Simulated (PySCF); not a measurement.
tin monoxide (OSn), singlet, geometry from GFN2-xTB (such geometries of metal compounds can be far from the true shape) (core potentials on Sn); PySCF with B97M-V/def2-SVP.

PySCF was given this input:
```python
from pyscf import gto, scf, dft

mol = gto.Mole()
mol.atom = '''
    Sn   -0.00000000   -0.00000000   -0.24879316
    O     0.00000000    0.00000000    1.55495727
'''
mol.basis = 'def2-svp'
mol.ecp = {'Sn': 'def2-svp'}
mol.verbose = 4
mol.build()

mf = dft.RKS(mol)
mf.xc = 'b97m_v'
mf.grids.atom_grid = (99, 590)
mf.grids.prune = None
mf.kernel()
```

Output, abridged:

```
PySCF version 2.14.0

[INPUT] verbose = 4
[INPUT] num. atoms = 2
[INPUT] num. electrons = 30
[INPUT] charge = 0
[INPUT] spin (= nelec alpha-beta = 2S) = 0
[INPUT] symmetry False subgroup None
[INPUT] Mole.unit = angstrom
[INPUT] Symbol           X                Y                Z      unit          X                Y                Z       unit  Magmom
[INPUT]  1 Sn     0.000000000000   0.000000000000  -0.248793160000 AA    0.000000000000   0.000000000000  -0.470150934065 Bohr   0.0
[INPUT]  2 O      0.000000000000   0.000000000000   1.554957270000 AA    0.000000000000   0.000000000000   2.938443375701 Bohr   0.0

nuclear repulsion = 51.6341881742032
number of shells = 16
number of NR pGTOs = 85
number of NR cGTOs = 40
basis = def2-svp
ecp = {'Sn': 'def2-svp'}

******** <class 'pyscf.dft.rks.RKS'> ********
method = RKS
initial guess = minao
damping factor = 0
level_shift factor = 0
DIIS = <class 'pyscf.scf.diis.CDIIS'>
diis_start_cycle = 1
diis_space = 8
diis_damp = 0
SCF conv_tol = 1e-09
SCF conv_tol_grad = None
SCF max_cycles = 50
direct_scf = True
direct_scf_tol = 1e-13
XC library pyscf.dft.libxc version 7.1.2
    S. Lehtola, C. Steigemann, M. J. T. Oliveira, and M. A. L. Marques,  SoftwareX 7, 1–5 (2018)
XC functionals = b97m_v
    N. Mardirossian and M. Head-Gordon,  J. Chem. Phys. 142, 074111 (2015)
radial grids:
    Treutler-Ahlrichs [JCP 102, 346 (1995); DOI:10.1063/1.469408] (M4) radial grids

becke partition: Becke, JCP 88, 2547 (1988); DOI:10.1063/1.454033
pruning grids: None
grids dens level: 3
symmetrized grids: False
atomic radii adjust function: <function treutler_atomic_radii_adjust>
User specified grid scheme (99, 590)
** Following is NLC and NLC Grids **
NLC functional = b97m_v
radial grids:
    Treutler-Ahlrichs [JCP 102, 346 (1995); DOI:10.1063/1.469408] (M4) radial grids

becke partition: Becke, JCP 88, 2547 (1988); DOI:10.1063/1.454033
pruning grids: <function nwchem_prune>
grids dens level: 3
symmetrized grids: False
atomic radii adjust function: <function treutler_atomic_radii_adjust>
small_rho_cutoff = 0
Set gradient conv threshold to 3.16228e-05
Initial guess from minao.
tot grids = 116824
tot grids = 36040
init E= -266.816065401728
  HOMO = -0.870763010996312  LUMO = -0.71732190726435  gap/eV = 4.17535
cycle= 1 E= -288.771968046622  delta_E=  -22  |g|= 2.03  |ddm|= 6.85
  HOMO = -0.129459178828224  LUMO = 0.00958767879466932  gap/eV = 3.78366
cycle= 2 E= -288.942421457564  delta_E= -0.17  |g|= 1.62  |ddm|= 5.47
  HOMO = -0.170488004527791  LUMO = -0.0615935616423099  gap/eV = 2.96317
cycle= 3 E= -288.378145208939  delta_E= 0.564  |g|= 2.01  |ddm|= 2.69
  HOMO = -0.2533354059399  LUMO = -0.098999250026042  gap/eV = 4.19970
cycle= 4 E= -289.39181963841  delta_E= -1.01  |g|= 0.264  |ddm|= 1.49
  HOMO = -0.23278997126707  LUMO = -0.0948986746488488  gap/eV = 3.75221
cycle= 5 E= -289.407139977401  delta_E= -0.0153  |g|= 0.136  |ddm|= 0.361
  HOMO = -0.237102077826131  LUMO = -0.0965886090192834  gap/eV = 3.82357
cycle= 6 E= -289.411439836737  delta_E= -0.0043  |g|= 0.0365  |ddm|= 0.0685
  HOMO = -0.238320381877018  LUMO = -0.096814615486649  gap/eV = 3.85057
cycle= 7 E= -289.411794167938  delta_E= -0.000354  |g|= 0.00433  |ddm|= 0.026
  HOMO = -0.238600473077987  LUMO = -0.0969321874825897  gap/eV = 3.85499
cycle= 8 E= -289.411798655489  delta_E= -4.49e-06  |g|= 0.000368  |ddm|= 0.00291
  HOMO = -0.238629343952499  LUMO = -0.0969497686188272  gap/eV = 3.85530
cycle= 9 E= -289.411798689071  delta_E= -3.36e-08  |g|= 4.26e-05  |ddm|= 0.000259
  HOMO = -0.238629119861566  LUMO = -0.0969479258231932  gap/eV = 3.85534
cycle= 10 E= -289.411798689588  delta_E= -5.17e-10  |g|= 1.66e-06  |ddm|= 4.09e-05
  HOMO = -0.238629509846523  LUMO = -0.0969479935086193  gap/eV = 3.85535
Extra cycle  E= -289.411798689573  delta_E= 1.46e-11  |g|= 7.79e-06  |ddm|= 6.45e-06
converged SCF energy = -289.411798689573
```
